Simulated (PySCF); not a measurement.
Radial density of Ho⁴³⁺ (holmium, charge +43)

UHF, [Ar] 3d6, high-spin 5D determinant. Computed with PySCF 2.14 in an uncontracted even-tempered set (18 s from 8.8 bohr⁻², ratio 2.5; 13 p from 11 bohr⁻², ratio 2.5; 8 d from 11 bohr⁻², ratio 2.5; 4 f from 45 bohr⁻², ratio 2.7; 3 g from 67 bohr⁻², ratio 2.7), with scalar relativity by spin-free X2C-1e.

```tsv
r (bohr)	4πr²ρ (e/bohr)	4πr²(ρα − ρβ)
0.0193	85.09	0.0180
0.0325	80.97	0.2511
0.0546	112.6	2.1898
0.0918	89.06	10.8175
0.154	75.05	22.2939
0.260	50.41	11.0817
0.437	2.489	0.5079
0.735	0.004745	0.0012
```

Densities and radii are taken from the X2C orbitals without a picture-change correction, which distorts them close to the nucleus.

Spin-orbit coupling is strong in this species (close to jj coupling), so the high-spin LS determinant is a model state, not a physical level.
